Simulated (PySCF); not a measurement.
Compound: C7H12Ge.
Atom-mapped SMILES: `[CH:1]1=[CH:2][C@@H:3]([CH:4]2[CH2:5][CH2:6]2)[GeH2:7][CH2:8]1` (hydrogens: H9 on C1; H10 on C2; H11 on C3; H12 on C4; H13, H14 on C5; H15, H16 on C6; H17, H18 on Ge7; H19, H20 on C8)

Method used: PBE0-D3(BJ)/def2-SVP geometry optimisation, gas phase (PySCF 2.14.0).

**Question.** List the bond lengths, angles and torsions at this level.

**Answer.** 
```tsv
bond	length (bohr)
C1=C2	2.534
C2–C3	2.848
C3–C4	2.858
C4–C5	2.833
C5–C6	2.838
C3–Ge7	3.749
Ge7–C8	3.726
C1–C8	2.842
C4–C6	2.840
C1–H9	2.072
C2–H10	2.073
C3–H11	2.088
C4–H12	2.072
C5–H13	2.068
C5–H14	2.066
C6–H15	2.066
C6–H16	2.068
Ge7–H17	2.913
Ge7–H18	2.913
C8–H19	2.084
C8–H20	2.084
```

A selection of angles:
```tsv
angle	degrees
C2–C1–C8	120.8
C1–C2–C3	121.2
C2–C3–C4	113.0
C2–C3–Ge7	101.7
C4–C3–Ge7	114.3
C3–C4–C5	120.4
C3–C4–C6	120.6
C5–C4–C6	60.0
C4–C5–C6	60.1
C4–C6–C5	59.8
C3–Ge7–C8	94.0
C1–C8–Ge7	102.3
```

Torsions: C8–C1–C2–C3 -1° (synperiplanar); C1–C2–C3–C4 -122° (anticlinal); C2–C3–C4–C5 -154° (antiperiplanar); C3–C4–C5–C6 110° (anticlinal); C2–C3–Ge7–C8 -1° (synperiplanar); C3–Ge7–C8–C1 0° (synperiplanar); C2–C1–C8–Ge7 0° (synperiplanar); C3–C4–C6–C5 -110° (anticlinal).

Ge7 (germanium bonded to 2 C and 2 H) has angles from 94.0° to 113.8°. The 3-membered ring C4–C5–C6 has internal angles of 59.8° to 60.1°. Of the pairs four or more bonds apart, H11···H13 is among the closest relative to their van der Waals radii: 2.49 Å, 104 % of the sum of Bondi's values. The 5-membered ring C1–C2–C3–Ge7–C8 has internal angles of 94.0° to 121.2° (sum 540°, against 540° for a flat polygon); it is planar, 0.00 Å rms from its mean plane, widest ring torsion 1°. The 7 C–C bonds span 1.341 Å (C1=C2, drawn double) to 1.513 Å (C3–C4, drawn single), a spread of 0.172 Å.

Point group: C1 (no symmetry element, even within 0.4 Å). Whether it is a minimum is left open (no frequencies). One conformer, not necessarily the lowest.
